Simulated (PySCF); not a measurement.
C$_{6}$H$_{9}$O (SMILES O=C1CC[CH]CC1), doublet, at a GFN2-xTB geometry. Base run: PBE0/STO-3G (PySCF).

Input for PySCF:
```python
from pyscf import gto, scf, dft

mol = gto.M(
    atom='''
O    -2.30991040    0.16261397    0.32350552
C    -1.11853851    0.07874331    0.15665256
C    -0.19376152    1.26653046    0.28011446
C     1.06928310    1.12646069   -0.57215067
C     1.78605069   -0.12573509   -0.25013838
C     1.01961696   -1.27351588    0.27959790
C    -0.43509445   -1.22226002   -0.19204248
H    -0.74557191    2.17538625    0.03401302
H     0.08950526    1.33091202    1.33516272
H     1.72187303    1.99176583   -0.42130000
H     0.77448763    1.14772450   -1.63394651
H     2.84732669   -0.20044721   -0.39877126
H     1.48075649   -2.21722578   -0.02723183
H     1.02631754   -1.27449828    1.38174174
H    -1.01805368   -2.05122986    0.21298471
H    -0.46269552   -1.30464002   -1.28289701
''',
    basis='sto-3g',
    spin=1,
    verbose=4,
)

mf = dft.UKS(mol)
mf.xc = 'pbe0'
mf.kernel()
mo_i, mo_e, stable_i, stable_e = mf.stability(internal=True, external=False, return_status=True, nroots=6, tol=1e-6)
print('internally stable:', stable_i, ' externally stable:', stable_e)
if not stable_i:
    umf = mf.copy()
    umf.scf_summary = {}
    umf.kernel(umf.make_rdm1(mo_i, mf.mo_occ))
mf.analyze()
```

The bond that is stretched is that between atoms 1 and 2. A test that says stable can miss a lower solution.

The base run was repeated with changes; each row names its change, and settings that it needs were set with it.

```tsv
change	ΔE vs base (mEh)	<S^2>	E after following the instability (Eh)	<S^2> there	stability test says	outcome
base	0.000	0.755	-	-	internally stable (external not tested)	converged
bond × 1.25	61.068	0.755	-304.97376	1.06	internal instability	converged
bond × 1.5	153.0	1.630	-	-	internally stable (external not tested)	converged
bond × 1.8	256.9	1.760	-304.77938	2.10	internal instability	converged
bond × 2.2	-	-	-	-	-	not converged
bond × 3.0	-	-	-	-	-	not converged
```

On stretching, the SCF can end on different states; <S^2> shows the spin contamination of each.
